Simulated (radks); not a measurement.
Values are calculated unless marked as measured or tabulated.
Charge is removed step by step from the 5p down level of Hf, starting from [Kr] 4d10 4f14 5s2 5p(up 3, down 3) 5d2 6s2. Code: a radial shooting solver on a logarithmic mesh with Libxc functionals. Model: scalar-relativistic Kohn-Sham, LDA (Slater exchange, Perdew-Wang correlation), spin-polarised, spherical densities, finite nucleus; open shells are filled with parallel spins first (spin-orbit coupling, left out, can overturn this in heavy ions); Fermi nuclear charge, rms radius 5.347 fm.

| removed (e) | E - E(0) (eV) | eigenvalue (eV) | E minus straight line (eV) |
|---|---|---|---|
| 0 | 0.000 | -35.196 | 0.000 |
| 0.25 | 9.096 | -37.690 | -1.009 |
| 0.5 | 18.839 | -40.365 | -1.371 |
| 0.75 | 29.269 | -43.186 | -1.046 |
| 1 | 40.420 | -46.127 | 0.000 |

Removing the whole electron costs 40.420 eV by Delta-SCF, against 35.196 eV from minus the eigenvalue at the starting occupation. Slater's transition state (half an electron removed) gives 40.365 eV. Integrating minus the eigenvalue over the occupation (Janak's theorem) gives 40.463 eV. In this scalar-relativistic scheme the density is built from large components alone, so the theorem holds only approximately. The mean slope of the eigenvalue, de/dn, is 10.9 eV per electron.
